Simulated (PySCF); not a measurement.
silene (CH4Si), SMILES C=[SiH2].

The structure is a stationary point at PBE-D3(BJ)/def2-TZVP.

All values below come from PBE-D3(BJ)/def2-TZVP run with PySCF.

Frequencies are harmonic and unscaled.

Computed vibrational spectrum:
```csv
mode,ν (cm⁻¹),IR (km/mol),moving atoms (share of kinetic energy)
1,423,19.3,"H 79 %, Si 13 %, C 9 %"
2,460,5.1,H 97 %
3,709,0.0,H 100 %
4,736,45.2,"H 84 %, C 16 %"
5,803,56.9,"H 71 %, C 20 %, Si 9 %"
6,903,26.2,"H 87 %, C 12 %"
7,969,18.4,"C 38 %, Si 33 %, H 28 %"
8,1341,8.6,"H 82 %, C 17 %"
9,2199,28.3,H 98 %
10,2224,72.7,H 95 %
11,3087,0.1,H 95 %
12,3178,0.0,"H 90 %, C 10 %"
```
